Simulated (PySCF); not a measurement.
Species: `C=C[Si@@H](Cl)[SiH2]C#N`. The columns A, B, C and D hold Mulliken, IAO, Hirshfeld and ESP-fitted charges (e) of one PBE0/pcSseg-1 density (PySCF), in a shuffled order. Coordinates in Å (GFN2-xTB); the density's dipole moment is (-1.52, -0.94, -0.54) D.

```json
{"atom": "C1", "x": "-0.899", "y": "1.863", "z": "0.214", "A": "-0.070", "B": "-0.395", "C": "-0.262", "D": "-0.151"}
{"atom": "C2", "x": "-1.550", "y": "0.729", "z": "-0.002", "A": "-0.143", "B": "-0.168", "C": "-0.429", "D": "-0.495"}
{"atom": "Si3", "x": "-0.836", "y": "-0.990", "z": "0.312", "A": "+0.293", "B": "+0.209", "C": "+0.678", "D": "+0.584"}
{"atom": "Cl4", "x": "-2.074", "y": "-2.316", "z": "-0.628", "A": "-0.123", "B": "-0.165", "C": "-0.310", "D": "-0.318"}
{"atom": "Si5", "x": "1.321", "y": "-1.237", "z": "-0.518", "A": "+0.291", "B": "+0.245", "C": "+0.439", "D": "+0.419"}
{"atom": "C6", "x": "2.316", "y": "0.213", "z": "0.115", "A": "-0.029", "B": "+0.200", "C": "-0.149", "D": "-0.196"}
{"atom": "N7", "x": "2.906", "y": "1.110", "z": "0.514", "A": "-0.195", "B": "-0.400", "C": "-0.199", "D": "-0.210"}
{"atom": "H8", "x": "0.112", "y": "1.880", "z": "0.587", "A": "+0.042", "B": "+0.221", "C": "+0.155", "D": "+0.149"}
{"atom": "H9", "x": "-1.346", "y": "2.828", "z": "0.030", "A": "+0.058", "B": "+0.187", "C": "+0.160", "D": "+0.131"}
{"atom": "H10", "x": "-2.563", "y": "0.783", "z": "-0.385", "A": "+0.046", "B": "+0.148", "C": "+0.164", "D": "+0.148"}
{"atom": "H11", "x": "-0.943", "y": "-1.296", "z": "1.745", "A": "-0.068", "B": "-0.014", "C": "-0.101", "D": "-0.015"}
{"atom": "H12", "x": "2.066", "y": "-2.404", "z": "-0.027", "A": "-0.054", "B": "-0.036", "C": "-0.075", "D": "-0.026"}
{"atom": "H13", "x": "1.484", "y": "-1.162", "z": "-1.974", "A": "-0.050", "B": "-0.032", "C": "-0.071", "D": "-0.019"}
```

Task: Which column most likely holds the ESP-fitted charges?

Result: B. Σ q r misses the density's dipole by 0.06 D (B), 0.43 D (A), 1.06 D (C), 1.85 D (D). Charges fitted to the outside potential are the only set here that is tied to the molecule's multipoles.

Task: And the Hirshfeld charges?

Result: A. The mean sizes are 0.112 e (A), 0.186 e (B), 0.220 e (D), 0.246 e (C), and Hirshfeld charges are commonly the smallest of these schemes.

As computed, A = Hirshfeld, B = ESP-fitted, C = IAO, D = Mulliken. Hydrogens on carbon: Hirshfeld +0.04 to +0.06, ESP-fitted +0.15 to +0.22, IAO +0.15 to +0.16, Mulliken +0.13 to +0.15 e.

The IAO scheme counts the electrons in orthogonalised intrinsic atomic orbitals, a minimal basis polarised so that it spans the occupied orbitals exactly. The Hirshfeld scheme divides the density at each point in proportion to the densities of the neutral, spherically averaged free atoms.

One conformer (not necessarily the lowest) at the GFN2-xTB geometry, without solvent, vibrations or thermal averaging.

Conformer computed: `[CH2:1]=[CH:2][Si@@H:3]([Cl:4])[SiH2:5][C:6]#[N:7]`: C1–C2–Si3–Cl4 -166°, C2–Si3–Si5–C6 50°.
